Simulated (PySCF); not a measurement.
# Working out the excitation energy of Ne⁺

Ne⁺ [He] 2s2 2p5 (2P) → Ne⁺ [He] 2s1 2p5 3s1 (4P). Computed with PySCF 2.14 in aug-cc-pwCVDZ, with no relativity, point nucleus. Frozen: 1s2. Energies in hartree (1 hartree = 27.21139 eV):

| part | Ne⁺ (lower) | Ne⁺ (upper) |
| --- | --- | --- |
| UHF | -127.767046 | -125.823139 |
| CCSD correlation | -0.164199 | -0.181822 |
| (T) | -0.001804 | -0.005128 |

Question: What does Hartree-Fock give?

Answer: (-125.823139) − (-127.767046) = 1.943907 hartree = 52.896 eV.

Question: What do CCSD and CCSD(T) give?

Answer: The CCSD correlation energies differ by -0.017623 hartree = -0.480 eV and the triples by -0.003324 hartree = -0.090 eV, so CCSD gives 52.416 eV and CCSD(T) 52.326 eV.

The upper state lies above the first ionisation limit, where it may autoionise and the basis confines it. A Rydberg-like electron needs more diffuse functions than a valence basis has.

A double-zeta basis recovers only part of the correlation energy.

The coupled-cluster amplitudes are large, so a single reference is strained.
